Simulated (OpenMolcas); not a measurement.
Co3+: effect of the active space

```json
{
 "Program": "OpenMolcas",
 "Method": "MS-CASPT2 or its RAS form, IPEA 0.25 Eh, imaginary shift 0.1 Eh",
 "Basis": "ANO-RCC-VQZP",
 "Scalar Hamiltonian": "DKH2, point nucleus",
 "Spin-orbit coupling": "RASSI with atomic mean-field integrals over the reference wave functions, term energies averaged over their components"
}
```

A. 6 electrons in 5 orbitals (3d); 2S+1 = 5 even, 5 roots; 2S+1 = 3 even, 45 roots; 2S+1 = 1 even, 50 roots; closed shells correlated: 3s 3p; CASPT2 step about 50 core-seconds
B. 12 electrons in 8 orbitals (RAS1 3p, at most 2 holes; RAS2 3d); 2S+1 = 5 even, 5 roots; 2S+1 = 3 even, 45 roots; 2S+1 = 1 even, 44 roots; closed shells correlated: 3s; CASPT2 step of the order of 110 core-seconds

Energies in cm-1 above 3d6 5D4, the measured ground level; measured values from Sugar and Corliss, J. Phys. Chem. Ref. Data 10, 1097 (1981).

```csv
Level,A,B,Measured
3d6 5D4,0.0,0.0,0.0
3d6 5D3,618,622,639
3d6 5D2,1047,1053,1078
3d6 5D1,1322,1328,
3d6 5D0,1456,1463,1494
3d6 3P2(1),22890,23320,22883
3d6 3H6,23970,23700,23680
3d6 3H5,24270,24010,24032
3d6 3H4,24470,24220,24272
3d6 3P1(1),24690,25140,24729
3d6 3P0(1),25430,25890,25449
3d6 3F4(1),25630,25730,25396
3d6 3F3(1),25950,26060,25736
3d6 3F2(1),26170,26290,25969
3d6 3G5,29380,29330,29022
3d6 3G4,29920,29880,29592
3d6 3G3,30160,30120,29868
3d6 1I6,36490,36080,35943
3d6 3D1,36850,37120,36382
3d6 3D2,36860,37140,36348
3d6 3D3,37050,37330,36554
3d6 1G4(1),37430,37290,36683
3d6 1F3,51380,51780,50630
3d6 3P0(2),59830,60120,58321
```

Deviations, from unrounded energies. A percentage is the sum of absolute deviations over the sum of measured energies, with the sign that they share, or ± where signs differ.

| Against measurement | Levels | A | B |
| --- | --- | --- | --- |
| mean absolute deviation (cm-1) | 22 | 340 | 420 |
| fine structure of the ground term (%) | 3 | -2.8 | -2.3 |
| other terms of the ground configuration (%) | 19 | ±1.2 | ±1.5 |

A lies closest to measurement on these levels. The largest miss of A in the table is 3d6 3P0(2), by +1500 cm-1. The ranking rests on the paired levels alone, and a cruder setting can come out closer through cancelling errors.

The spin-orbit steps hold different terms of 3d6 (B lacks a 1D, a 1S), which shifts levels as well.

The two smallest mean deviations differ by little beside CASPT2's spread within terms, so their order carries little weight.

Between A and B the level of the table that moves most is 3d6 3P0(1), by 460 cm-1 (lowest in A, highest in B). Moves below CASPT2's spread within the term are not significant.

Term energies are means over components that CASPT2 splits; among the terms shown or strongly mixed into the levels shown the widest spread is 1200 cm-1 (3d6 1I, A). The CASPT2 spread within a term exceeds the gap to the next term for 3d6 1I and 3d6 3D, 3d6 3D and 3d6 1G(1), so the order of their levels is uncertain (figures for A; the like holds for B). Some levels mix across a computed gap that differs much from the measured one, so their mixing is not that of the real levels (holds for B). Active for correlation alone: 3p; no level in the range computed is led by a configuration that opens it, so any true level of that kind is missing (holds for B). Measured partners are found by configuration, term and J. A level has none where our copy of the source lacks it or the pairing is in doubt (some pairs that miss far off the trend of their configuration count as doubtful), and it then counts in no deviation. Only configurations of the active space appear. Levels that lie high or do not pair safely by name in every column are left out.

A number in round brackets counts repeated terms of one configuration in the order of the reference energies.
